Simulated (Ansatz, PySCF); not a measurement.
CCl₂, SMILES [C](Cl)Cl (connectivity only; charge and spin as stated), neutral, multiplicity 1. Atoms are numbered in the order given.

```xyz
3

Cl     0.0000    -1.3947     0.1592
C      0.0000     0.0000    -0.8268
Cl     0.0000     1.3947     0.1592
```

Coordinates come from a PBE0-D3(BJ)/def2-TZVP optimisation. The isomer is the one that the SMILES or the coordinates give; other isomers of the formula were not compared.

Two levels are set side by side: PBE-D3(BJ)/def2-TZVP (Ansatz, a quantum-chemistry and plane-wave program) and PBE0-D3(BJ)/def2-TZVP (Ansatz). Each level has its own optimised geometry; the coordinates shown are those of the second. Frequencies come from the Hessian of PySCF at each geometry. Differences are taken from unrounded values.

```tsv
quantity	PBE0-D3(BJ)	PBE-D3(BJ)	PBE-D3(BJ) minus PBE0-D3(BJ)
mean bond length (Å)	1.708	1.734	0.026
bond Cl1–C2 (Å)	1.708	1.734	0.026
bond C2–Cl3 (Å)	1.708	1.734	0.026
highest harmonic wavenumber (cm⁻¹)	791	720	-71
mean harmonic wavenumber (cm⁻¹)	624	580	-44
zero-point energy (kcal/mol)	2.68	2.49	-0.19
```

GGA bonds tend to be longer and softer than those of functionals with exact exchange. Differences between two approximate levels are no errors against the true value.
